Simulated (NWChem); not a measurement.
# BeNH$_{3}$S; SMILES [NH2][Be][SH]

```xyz
6

Be     0.0300    -0.5936     0.0002
N      0.0098    -2.0930     0.0017
H      0.0035    -2.6772    -0.8255
H      0.0099    -2.6752     0.8303
S      0.1035     1.3206    -0.0013
H     -1.2398     1.4813     0.0037
```
Atoms are numbered in this order, from 1.

Program: NWChem. Pople sets run with spherical d functions. The geometry was optimised at B3LYP/6-31G* (spherical d). GIAO values for the isolated, static molecule; σ is the absolute isotropic shielding, δ = σ(reference) − σ with the isolated reference molecule computed at the same levels (1H: tetramethylsilane, 15N: ammonia).

For level B3LYP/6-311G**:

```yaml
"δ N2 (ppm)": 32.8
"σ S5 (ppm)": 759.5
"δ H6 (ppm)": 0.06
```

Problem. What are these values for level PBE0/pcSseg-2?

Solution. δ N2 (ppm): 28.2
σ S5 (ppm): 775.6
δ H6 (ppm): 0.22
